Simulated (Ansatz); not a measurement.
CH8AlNOSi at its PBE0-D4/def2-TZVP geometry, where that method's forces vanish. The species carries charge 0 and has multiplicity 1. The bonds changed during the relaxation, so this is another structure than the one it started from.

```
atom   x (Å)   y (Å)   z (Å)
  N1   0.089   1.337   0.604
 Si2  -1.202   0.278  -0.120
  C3  -0.062  -1.121  -0.541
  O4   0.547  -0.908  -1.831
 Al5   1.226  -0.388   0.871
  H6   0.533   1.965  -0.057
  H7  -0.163   1.875   1.424
  H8  -1.858   1.014  -1.237
  H9  -2.157   0.058   0.996
 H10  -0.428  -2.142  -0.403
 H11  -0.099  -1.101  -2.516
 H12   2.722  -0.058   0.444
 H13   0.852  -0.810   2.367
```

(1) For each bond, give half the difference of the two atoms' forces along it (eV/Å; positive pushes the atoms apart) under PBE-D4, r2SCAN-D4, B3LYP-D4, ωB97M-V in def2-TZVPP. (Best estimate.)

## Answers

(1) Computed: 
| bond | length (Å) | PBE-D4 | r2SCAN-D4 | B3LYP-D4 | ωB97M-V |
| --- | --- | --- | --- | --- | --- |
| N1–Si2 | 1.819 | 0.12 | 0.05 | 0.15 | 0.11 |
| N1–Al5 | 2.083 | -0.01 | -0.03 | 0.11 | 0.12 |
| N1–H6 | 1.015 | 0.18 | 0.01 | -0.03 | -0.03 |
| N1–H7 | 1.012 | 0.19 | 0.02 | -0.02 | -0.04 |
| Si2–C3 | 1.853 | 0.00 | -0.04 | 0.06 | -0.02 |
| Si2–Al5 | 2.705 | 0.14 | 0.04 | 0.29 | 0.19 |
| Si2–H8 | 1.490 | 0.05 | -0.02 | -0.15 | -0.16 |
| Si2–H9 | 1.486 | 0.04 | -0.03 | -0.12 | -0.12 |
| C3–O4 | 1.442 | 0.29 | 0.38 | 0.37 | 0.35 |
| C3–Al5 | 2.047 | 0.01 | -0.04 | 0.04 | 0.01 |
| C3–H10 | 1.093 | 0.06 | -0.08 | -0.14 | -0.13 |
| O4–H11 | 0.961 | 0.41 | 0.00 | -0.06 | -0.12 |
| Al5–H12 | 1.590 | 0.03 | -0.02 | -0.13 | -0.14 |
| Al5–H13 | 1.599 | 0.01 | -0.03 | -0.10 | -0.09 |

B3LYP here is the variant with VWN-RPA as its local correlation; programs differ in this.
